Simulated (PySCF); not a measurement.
## Radial density of C³⁺ (carbon, charge +3)

UHF, [He] 2s1, 2S determinant. All numbers are calculated (PySCF 2.14, scalar relativity by spin-free X2C-1e, in aug-cc-pCVQZ-DK (9s8p6d4f2g, 109 functions)).

```json
{"r (bohr)": "0.00413", "4πr²ρ (e/bohr)": "0.02703", "4πr²(ρα − ρβ)": "0.0011"}
{"r (bohr)": "0.00695", "4πr²ρ (e/bohr)": "0.07281", "4πr²(ρα − ρβ)": "0.0029"}
{"r (bohr)": "0.0117", "4πr²ρ (e/bohr)": "0.1929", "4πr²(ρα − ρβ)": "0.0076"}
{"r (bohr)": "0.0197", "4πr²ρ (e/bohr)": "0.4928", "4πr²(ρα − ρβ)": "0.0193"}
{"r (bohr)": "0.0331", "4πr²ρ (e/bohr)": "1.184", "4πr²(ρα − ρβ)": "0.0461"}
{"r (bohr)": "0.0556", "4πr²ρ (e/bohr)": "2.553", "4πr²(ρα − ρβ)": "0.0977"}
{"r (bohr)": "0.0936", "4πr²ρ (e/bohr)": "4.606", "4πr²(ρα − ρβ)": "0.1674"}
{"r (bohr)": "0.157", "4πr²ρ (e/bohr)": "6.168", "4πr²(ρα − ρβ)": "0.1876"}
{"r (bohr)": "0.265", "4πr²ρ (e/bohr)": "5.045", "4πr²(ρα − ρβ)": "0.0645"}
{"r (bohr)": "0.445", "4πr²ρ (e/bohr)": "1.909", "4πr²(ρα − ρβ)": "0.0284"}
{"r (bohr)": "0.749", "4πr²ρ (e/bohr)": "0.7686", "4πr²(ρα − ρβ)": "0.5776"}
{"r (bohr)": "1.26", "4πr²ρ (e/bohr)": "0.8159", "4πr²(ρα − ρβ)": "0.8137"}
{"r (bohr)": "2.12", "4πr²ρ (e/bohr)": "0.1764", "4πr²(ρα − ρβ)": "0.1764"}
{"r (bohr)": "3.57", "4πr²ρ (e/bohr)": "0.002420", "4πr²(ρα − ρβ)": "0.0024"}
```

Densities and radii are taken from the X2C orbitals without a picture-change correction, which distorts them close to the nucleus.
